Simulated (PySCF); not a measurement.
H4O2SeSi, SMILES O[SiH](O)[SeH]. Atoms are numbered in the order given.

```xyz
8

Si    -1.0412     0.1970     0.2073
O     -1.7927    -0.6678    -1.0105
O     -1.2440    -0.3867     1.7624
Se     1.2074     0.1841    -0.3210
H     -1.6919     1.5332     0.2079
H     -1.3714    -1.5125    -1.2489
H     -0.7132    -1.1747     1.9774
H      1.5947     0.5723     1.0593
```

Geometry optimised at PBE-D3(BJ)/def2-SVP. The structure was generated by enumeration, and PubChem lists no compound with its InChIKey, so it may never have been made. One conformer was computed; it need not be the lowest.

All values below come from PySCF with B3LYP/pcSseg-1.

GIAO shieldings, no solvent; atoms listed in one row are averaged. δ = σ(ref) − σ: ²⁹Si against TMS (σ = 338.7 ppm); ¹⁷O against H2O (σ = 333.8 ppm); ⁷⁷Se against Me2Se (σ = 1647.9 ppm); ¹H against TMS (σ = 31.68 ppm), references at their B3LYP-D3(BJ)/def2-TZVP geometries, non-relativistic.

### Question
Estimate the chemical shifts. (Estimate from the structure and the level; the computed values follow.)

### Answer

```tsv
nucleus	atoms	count	δ (ppm)
²⁹Si	Si1	1	-8.3
¹⁷O	O3	1	115.2
¹⁷O	O2	1	97.6
⁷⁷Se	Se4	1	-344.8
¹H	H5	1	5.61
¹H	H6, H7	2	2.57
¹H	H8	1	1.06
```
